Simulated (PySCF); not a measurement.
# From computed data to an observable: oscillator strength and radiative lifetime

HMDS (C6H19NSi2), SMILES C[Si](C)(C)N[Si](C)(C)C.

Geometry optimised at B3LYP-D3(BJ)/def2-SVP. The values are those of a single conformer.

PySCF with TDA-M06-2X/def2-SVP puts the first singlet state with f over 0.02 at 6.96 eV (vertical), with the transition dipole (-0.513, -0.083, 0.000) in atomic units.

### Question
Find the oscillator strength, the wavelength and the radiative lifetime that this transition would have in vacuum if emission retraced absorption.

### Answer

|μ|² = 0.2701 au, so |μ| = 1.32 D. ΔE = 6.96/27.211 = 0.2558 hartree. f = (2/3) ΔE |μ|² = 0.046 (the program prints 0.046).
λ = 1239.84/6.96 = 178 nm; ν = 56136 cm⁻¹.
Einstein's coefficient A = 0.6670 ν² f s⁻¹ (ν in cm⁻¹) = 9.7e7 s⁻¹, so τ = 1/A = 10 ns. This state is S1. The figure is the radiative limit of this one transition; relaxation, internal conversion, crossing to triplets and a medium change what is measured.
